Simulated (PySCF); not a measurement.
C2H6Zn, triplet, at a GFN2-xTB geometry (such geometries of metal compounds can be far from the true shape) (a higher spin typed on purpose: for a closed-shell molecule this is an excited state); CASSCF(6,5)/6-31G in PySCF.

Here is a job for PySCF.
```python
from pyscf import gto, scf, mcscf
import numpy

mol = gto.M(
    atom='''
Zn    0.32441878   -0.51961774    0.31002245
C     0.70054336    0.98158949   -1.47190320
H     1.50732542    0.50496492   -2.00897230
H     0.99741158    1.90706366   -1.00453970
H    -0.19518341    1.07855373   -2.06116158
C    -1.71770495    0.64723012    0.49994071
H    -2.33896697    0.26904688   -0.29632220
H    -1.53650253    1.70578483    0.42298222
H    -2.06367788    0.35020050    1.47911521
''',
    basis='6-31g',
    spin=2,
    verbose=4,
)

mf = scf.ROHF(mol)
mf.kernel()
mc = mcscf.CASSCF(mf, 5, 6)
mc.fix_spin_(ss=2.0)
mc.kernel()
occ = numpy.linalg.eigvalsh(mc.fcisolver.make_rdm1(mc.ci, mc.ncas, mc.nelecas))[::-1]
ss = mc.fcisolver.spin_square(mc.ci, mc.ncas, mc.nelecas)[0]
print('natural occupations', occ.round(4), ' <S^2>', round(ss, 4))
```

Task: Predict the main parts of the log of this PySCF run.

Result: 
```
PySCF version 2.14.0

[INPUT] verbose = 4
[INPUT] num. atoms = 9
[INPUT] num. electrons = 48
[INPUT] charge = 0
[INPUT] spin (= nelec alpha-beta = 2S) = 2
[INPUT] symmetry False subgroup None
[INPUT] Mole.unit = angstrom
[INPUT] Symbol           X                Y                Z      unit          X                Y                Z       unit  Magmom
[...]
nuclear repulsion = 146.541975974751
number of shells = 33
number of NR pGTOs = 158
number of NR cGTOs = 57
basis = 6-31g
ecp = {}

******** <class 'pyscf.scf.rohf.ROHF'> ********
method = ROHF
initial guess = minao
damping factor = 0
level_shift factor = 0
DIIS = <class 'pyscf.scf.diis.CDIIS'>
diis_start_cycle = 1
diis_space = 8
diis_damp = 0
SCF conv_tol = 1e-09
SCF conv_tol_grad = None
SCF max_cycles = 50
direct_scf = True
direct_scf_tol = 1e-13
num. doubly occ = 23  num. singly occ = 2
Set gradient conv threshold to 3.16228e-05
init E= -1855.98801659353
[...]
cycle= 1 E= -1856.54098167879  delta_E= -0.553  |g|= 0.21  |ddm|=  1.6
[...]
cycle= 2 E= -1856.56071707112  delta_E= -0.0197  |g|= 0.0927  |ddm|= 0.316
[...]
cycle= 3 E= -1856.56231303774  delta_E= -0.0016  |g|= 0.0404  |ddm|= 0.0735
[...]
cycle= 4 E= -1856.56274212262  delta_E= -0.000429  |g|= 0.00559  |ddm|= 0.0358
[...]
cycle= 5 E= -1856.56282693548  delta_E= -8.48e-05  |g|= 0.00381  |ddm|= 0.0173
[...]
cycle= 6 E= -1856.56287815424  delta_E= -5.12e-05  |g|= 0.00249  |ddm|= 0.0146
[...]
cycle= 7 E= -1856.56293378641  delta_E= -5.56e-05  |g|= 0.00104  |ddm|= 0.0259
[...]
cycle= 8 E= -1856.56294219737  delta_E= -8.41e-06  |g|= 0.000193  |ddm|= 0.0131
[...]
cycle= 9 E= -1856.56294231025  delta_E= -1.13e-07  |g|= 6.5e-05  |ddm|= 0.00131
[...]
cycle= 10 E= -1856.56294232918  delta_E= -1.89e-08  |g|= 5.79e-05  |ddm|= 0.000222
[...]
cycle= 11 E= -1856.56294236933  delta_E= -4.02e-08  |g|= 6.58e-05  |ddm|= 0.000455
[...]
cycle= 12 E= -1856.56294232533  delta_E= 4.4e-08  |g|= 7.14e-05  |ddm|= 0.000499
[...]
cycle= 13 E= -1856.56294256309  delta_E= -2.38e-07  |g|= 6.31e-05  |ddm|= 0.00291
[...]
cycle= 14 E= -1856.56294302064  delta_E= -4.58e-07  |g|= 2.93e-05  |ddm|= 0.00954
[...]
cycle= 15 E= -1856.56294304682  delta_E= -2.62e-08  |g|= 1.96e-05  |ddm|= 0.00135
[...]
cycle= 16 E= -1856.56294306817  delta_E= -2.13e-08  |g|= 6.72e-06  |ddm|= 0.00224
[...]
cycle= 17 E= -1856.56294306924  delta_E= -1.06e-09  |g|= 1.93e-06  |ddm|= 0.00048
[...]
cycle= 18 E= -1856.56294306929  delta_E= -5.48e-11  |g|= 7.96e-07  |ddm|= 8.37e-05
[...]
[...]
converged SCF energy = -1856.5629430693
CASCI E = -1856.56483673262  S^2 = 2.0000000
[...]
macro iter  40 ( 15 JK    4 micro), CASSCF E = -1856.58786922653  dE =  6.68002856e-05  S^2 = 2.0000000
               |grad[o]|=0.00216  |grad[c]|=0.00685  |ddm|=0.00365  |maxRot[o]|=0.109
macro iter  41 ( 21 JK    4 micro), CASSCF E = -1856.58787195198  dE = -2.72545458e-06  S^2 = 2.0000000
               |grad[o]|=0.00246  |grad[c]|=0.000745  |ddm|=0.00112  |maxRot[o]|=0.0148
macro iter  42 (  7 JK    2 micro), CASSCF E = -1856.58790372134  dE = -3.17693573e-05  S^2 = 2.0000000
               |grad[o]|=0.00177  |grad[c]|=0.00134  |ddm|=0.00103  |maxRot[o]|=0.0383
macro iter  43 (  7 JK    2 micro), CASSCF E = -1856.58793559755  dE = -3.18762106e-05  S^2 = 2.0000000
               |grad[o]|=0.00164  |grad[c]|=0.00124  |ddm|=0.00185  |maxRot[o]|=0.0517
macro iter  44 (  7 JK    2 micro), CASSCF E = -1856.58795349031  dE = -1.78927598e-05  S^2 = 2.0000000
               |grad[o]|=0.00127  |grad[c]|=0.000427  |ddm|=0.00377  |maxRot[o]|=0.0577
macro iter  45 ( 12 JK    3 micro), CASSCF E = -1856.58794386960  dE =  9.62070908e-06  S^2 = 2.0000000
               |grad[o]|=0.00089  |grad[c]|=0.0019  |ddm|=0.00249  |maxRot[o]|=0.0461
macro iter  46 (  7 JK    2 micro), CASSCF E = -1856.58795079913  dE = -6.92953245e-06  S^2 = 2.0000000
               |grad[o]|=0.000951  |grad[c]|=0.000116  |ddm|=0.00104  |maxRot[o]|=0.0194
macro iter  47 (  7 JK    2 micro), CASSCF E = -1856.58795723565  dE = -6.43652243e-06  S^2 = 2.0000000
               |grad[o]|=0.000817  |grad[c]|=0.000608  |ddm|=0.00259  |maxRot[o]|=0.0332
macro iter  48 ( 10 JK    2 micro), CASSCF E = -1856.58795469943  dE =  2.53622511e-06  S^2 = 2.0000000
               |grad[o]|=0.000652  |grad[c]|=0.0008  |ddm|=0.00217  |maxRot[o]|=0.022
macro iter  49 ( 21 JK    4 micro), CASSCF E = -1856.58795697063  dE = -2.27120563e-06  S^2 = 2.0000000
               |grad[o]|=0.00156  |grad[c]|=0.000465  |ddm|=0.00239  |maxRot[o]|=0.00419
macro iter  50 (  7 JK    2 micro), CASSCF E = -1856.58795967996  dE = -2.70932787e-06  S^2 = 2.0000000
               |grad[o]|=0.000528  |grad[c]|=0.000437  |ddm|=0.0016  |maxRot[o]|=0.0247
1-step CASSCF not converged,  50 macro (617 JK 146 micro) steps
CASSCF canonicalization
Density matrix diagonal elements [1.99919619 1.95278243 1.00058975 0.9904169  0.05701474]
CASSCF energy = -1856.58795967996
CASCI E = -1856.58795967996  E(CI) = -7.19610415537909  S^2 = 2.0000000
natural occupations [1.9993 1.9546 1.0004 1.0002 0.0455]  <S^2> 2.0
```

Convergence was not reached.
